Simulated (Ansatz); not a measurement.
Input file for Ansatz (an electronic-structure program): R-PBE/def2-TZVPPD on ClFHIn (SMILES [F][InH][Cl]) with ghost functions, monomers drawn apart or pushed together. Elements past Kr take the def2 small-core potentials; no spin–orbit coupling. Files ending in .json are basis or fitting sets from the Basis Set Exchange.

Ansatz 0.2 input:
```yaml
crystal:
  periodic: [false, false, false]
  atoms:
    - {symbol: F, position_ang: [0.88015887, 1.42083704, 1.16466787]}
    - {symbol: In, position_ang: [-0.72704925, 0.27460369, 1.39663289]}
    - {symbol: Cl, position_ang: [-2.20336360, 1.29155318, 2.95065230]}
    - {symbol: H, position_ang: [-1.21903755, -0.78506614, 0.15777114]}
basis:
  gaussian:
    orbitals: def2-TZVPPD.json
    ghost_atoms:
      - {symbol: N, position_ang: [1.62097527, -1.78960029, 4.16314110]}
      - {symbol: H, position_ang: [2.47641558, -1.24081328, 4.11557718]}
      - {symbol: H, position_ang: [1.16801017, -1.60633049, 5.05362348]}
      - {symbol: H, position_ang: [1.85539642, -2.77464579, 4.10789672]}
hamiltonian:
  xc: {name: PBE}
scf: {lower_state_search: off}
```

The head of its log:

```
WARN ansatz: RAYON_NUM_THREADS=1 ignored (pool sized by the plan → 1); use --threads N
Functional definition: PBE
these checks for a lower state are left out or cut short: stability, starts, cluster_reference, orbital_swaps, neighbouring_geometries, increment
integrals: 0.19 GiB planned
1344 factors; their error is unknown
mean field: 1.13 GiB planned
mean field evaluation 1: about -20421.0900 eV, gradient 5.1e1 eV
mean field evaluation 2: about -20317.1449 eV, gradient 2.2e2 eV
```

Q: What total energy does the run end on?

A: -750.6272 hartree.
